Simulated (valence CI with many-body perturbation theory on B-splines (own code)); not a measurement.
# Energy levels of Ag XXXIII

Level of theory: configuration interaction combined with many-body perturbation theory (CI+MBPT): five valence electrons over a frozen Dirac-Fock core [Ne], radial functions for each j: 11 s, 11 p, 10 d, 8 f, 5 g, 2 h, with the one-electron correlation potential Σ1, the two-electron term Σ2, the three-electron term Σ3, Breit, model QED; selected CI, second order for the rest, scaled by the run's own slope (own B-spline code, finite nucleus).

No measured spectrum was set against this ion. As an estimate, large intervals hold to a few tenths of a per cent, small ones and those within an open d or f shell to about a per cent. Among the levels kept, up to 4200 cm⁻¹ of a level comes from second order outside the variational space, and about a tenth of that is noise between levels of different J, which matters for small intervals.

Levels 136 to 170 of 170, with energies above the lowest level, (3s^2 3p1/2^2 3p3/2) J=3/2. "Leading %" is the weight of the configuration and term that name the level; weights of strongly mixed levels are sums over their largest components and can fall short. In the jj column 3d3/2^4 stands for four electrons in 3d with j = 3/2. Lifetimes count E1, E2, E3, M1 and M2 decay at the calculated energies, and are blank where another channel may lead or the interval is too uncertain; long ones can be off by a factor of two.

```
No.  Configuration  Term    J  E (eV)  Leading %     Second component  Lifetime                     Leading jj
136     3s2 3p 3d2   4D°  7/2  367.63         26   13 % 3s 3p3 3d 2F°   3.10 ps      3s^2 3p3/2 3d5/2^2 (35 %)
137      3s 3p3 3d   2D°  5/2  368.22         16  12 % 3s2 3p 3d2 2D°   2.61 ps  3s^2 3p3/2 3d3/2 3d5/2 (39 %)
138     3s 3p2 3d2    6G  3/2  369.80         62   18 % 3s 3p2 3d2 4F   95.4 ps      3s 3p1/2^2 3d3/2^2 (70 %)
139     3s2 3p 3d2   4P°  5/2  370.85         27   10 % 3s 3p3 3d 2D°   3.15 ps      3s^2 3p3/2 3d5/2^2 (33 %)
140     3s2 3p 3d2   2G°  9/2  371.80         44  24 % 3s2 3p 3d2 4F°   3.67 ps      3s^2 3p3/2 3d5/2^2 (68 %)
141      3s 3p3 3d   2S°  1/2  371.88         35  29 % 3s2 3p 3d2 2S°   1.85 ps  3s^2 3p3/2 3d3/2 3d5/2 (47 %)
142      3s 3p3 3d   2F°  7/2  372.05         29  17 % 3s2 3p 3d2 4D°   2.99 ps        3s 3p3/2^3 3d5/2 (58 %)
143     3s 3p2 3d2    6G  5/2  373.17         42   11 % 3s 3p2 3d2 4F   82.7 ps      3s 3p1/2^2 3d3/2^2 (55 %)
144     3s2 3p 3d2   2G°  7/2  373.29         46   8 % 3s2 3p 3d2 4D°   2.80 ps  3s^2 3p3/2 3d3/2 3d5/2 (36 %)
145     3s2 3p 3d2   2P°  3/2  373.48         15  15 % 3s2 3p 3d2 4S°   2.08 ps        3s 3p3/2^3 3d3/2 (24 %)
146     3s2 3p 3d2   4D°  3/2  374.62         18  15 % 3s2 3p 3d2 4S°   1.95 ps  3s^2 3p3/2 3d3/2 3d5/2 (39 %)
147     3s2 3p 3d2   4D°  5/2  376.39         18  13 % 3s2 3p 3d2 2F°   2.44 ps  3s^2 3p3/2 3d3/2 3d5/2 (43 %)
148      3s 3p3 3d   2P°  1/2  376.69         20  18 % 3s2 3p 3d2 2P°   2.14 ps        3s 3p3/2^3 3d3/2 (48 %)
149     3s2 3p 3d2   2D°  3/2  380.75         33  24 % 3s2 3p 3d2 2P°   2.36 ps  3s^2 3p3/2 3d3/2 3d5/2 (38 %)
150     3s 3p2 3d2    6G  7/2  381.74         45   19 % 3s 3p2 3d2 6F   40.0 ps  3s 3p1/2^2 3d3/2 3d5/2 (62 %)
151      3s 3p3 3d   2F°  5/2  381.95         24   24 % 3s 3p3 3d 2D°   2.31 ps        3s 3p3/2^3 3d5/2 (34 %)
152     3s 3p2 3d2    6D  1/2  382.01         37   24 % 3s 3p2 3d2 4P   48.9 ps      3s 3p1/2^2 3d3/2^2 (54 %)
153     3s2 3p 3d2   2G°  9/2  382.11         81   7 % 3s2 3p 3d2 4F°   2.42 ps  3s^2 3p3/2 3d3/2 3d5/2 (75 %)
154     3s2 3p 3d2   2F°  7/2  383.08         32   12 % 3s 3p3 3d 2F°   2.22 ps  3s^2 3p3/2 3d3/2 3d5/2 (36 %)
155     3s 3p2 3d2    6G  5/2  383.74         23       19 % 3p4 3d 4D   26.2 ps  3s 3p1/2^2 3d3/2 3d5/2 (34 %)
156         3p4 3d    4D  3/2  384.14         25       10 % 3p4 3d 4P   20.3 ps   3p1/2^2 3p3/2^2 3d3/2 (54 %)
157     3s2 3p 3d2   2P°  3/2  384.42         22  21 % 3s2 3p 3d2 2D°   1.68 ps  3s^2 3p3/2 3d3/2 3d5/2 (42 %)
158     3s2 3p 3d2   2D°  5/2  386.07         41  18 % 3s2 3p 3d2 2F°   1.88 ps  3s^2 3p3/2 3d3/2 3d5/2 (43 %)
159     3s 3p2 3d2    6D  1/2  387.89         25       23 % 3p4 3d 2P   19.2 ps  3s 3p1/2^2 3d3/2 3d5/2 (30 %)
160         3p4 3d    4D  7/2  389.84         23       17 % 3p4 3d 4F   14.4 ps   3p1/2^2 3p3/2^2 3d3/2 (33 %)
161     3s 3p2 3d2    6D  3/2  390.57         61   17 % 3s 3p2 3d2 4P   22.1 ps  3s 3p1/2^2 3d3/2 3d5/2 (70 %)
162     3s 3p2 3d2    6G  9/2  390.68         28   22 % 3s 3p2 3d2 6F   17.9 ps  3s 3p1/2^2 3d3/2 3d5/2 (40 %)
163     3s2 3p 3d2   2P°  3/2  391.63         51  18 % 3s2 3p 3d2 2D°   2.67 ps      3s^2 3p3/2 3d5/2^2 (48 %)
164     3s2 3p 3d2   2F°  5/2  392.53         44   16 % 3s 3p3 3d 2F°   2.40 ps  3s^2 3p3/2 3d3/2 3d5/2 (37 %)
165     3s 3p2 3d2    6D  5/2  393.59         21   16 % 3s 3p2 3d2 6P   13.5 ps  3s 3p1/2^2 3d3/2 3d5/2 (58 %)
166     3s2 3p 3d2   2D°  5/2  394.04         58   14 % 3s 3p3 3d 2D°   2.50 ps      3s^2 3p3/2 3d5/2^2 (45 %)
167     3s2 3p 3d2   2F°  7/2  394.53         38  32 % 3s2 3p 3d2 2G°   2.82 ps      3s^2 3p3/2 3d5/2^2 (59 %)
168     3s2 3p 3d2   2P°  1/2  395.55         44   13 % 3s 3p3 3d 2P°   1.44 ps  3s^2 3p3/2 3d3/2 3d5/2 (34 %)
169         3p4 3d    4F  9/2  396.78         30   14 % 3s 3p2 3d2 4F   20.2 ps   3p1/2^2 3p3/2^2 3d5/2 (43 %)
170      3s 3p3 3d   2D°  3/2  397.01         29  18 % 3s2 3p 3d2 2D°   2.10 ps        3s 3p3/2^3 3d5/2 (34 %)
```

Where two levels of one J and parity lie close, their mixing, g and order are uncertain.
